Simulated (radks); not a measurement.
Task: All-electron atom: Ta3+ in [Xe] 4f14 5d2. All-electron calculation, scalar-relativistic Kohn-Sham, PBE, spin-unpolarised, spherical densities, finite nucleus; Fermi nuclear charge, rms radius 5.3507 fm. Program: a radial shooting solver on a logarithmic mesh with Libxc functionals. Some entries of the table are withheld. Estimate them.

orbital,occ.,eigenvalue (hartree),<r^2> (bohr^2),r(max) (bohr)
1s,2,-2475.986,0.0004788,0.01168
2s,2,(1),(2),0.06686
2p,6,-373.7832,0.006083,0.05476
3s,2,-98.45387,0.04796,0.1887
3p,6,-82.83059,0.04865,0.1865
3d,10,-64.57799,(3),0.1520
4s,2,-20.89687,0.2377,0.4289
4p,6,-15.77056,0.2706,0.4496
4d,10,-9.20200,0.3173,0.4615
5s,2,-3.71176,1.350,0.9879
5p,6,-2.46759,1.847,1.122
4f,14,-1.94288,0.5150,0.4413
5d,2,-1.07048,3.931,1.499

Result: 
(1) 2s eigenvalue (hartree): -426.2858
(2) 2s <r^2> (bohr^2): 0.007376
(3) 3d <r^2> (bohr^2): 0.04038
